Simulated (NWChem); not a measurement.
Molecule: ZnNH₃O; SMILES [NH2][Zn][OH]

```xyz
6

Zn    -0.2086    -0.0395     0.0141
O     -0.3784    -1.8025     0.0369
H      0.4484    -2.2890    -0.0297
N     -0.3033     1.7709     0.0058
H     -0.0084     2.2422    -0.8461
H      0.1344     2.2584     0.7839
```
Atoms are numbered in this order, from 1.

Level: PBE0/def2-SVP (NWChem), optimised geometry, unscaled harmonic frequencies. 

Problem. List the harmonic frequencies with IR intensities, and the thermochemistry.

Solution. 
| frequency (cm⁻¹) | IR intensity (km/mol) |
|---|---|
| 152 | 9.1 |
| 157 | 10.8 |
| 175 | 26.0 |
| 416 | 162.3 |
| 611 | 10.1 |
| 726 | 163.8 |
| 756 | 29.0 |
| 769 | 15.6 |
| 1542 | 11.0 |
| 3571 | 5.9 |
| 3662 | 10.8 |
| 3922 | 41.5 |

| Property | Value |
|---|---|
| zero-point energy | 23.5 kcal/mol |
| thermal correction to the enthalpy at 298.15 K (with zero-point energy) | 27.5 kcal/mol |
| heat capacity Cv | 16.3 cal/(mol K) |
| entropy at 298.15 K and 1 atm (symmetry number 1) | 71.2 cal/(mol K) |
| dipole moment | 2.76 D |

Rigid rotor and harmonic oscillator.
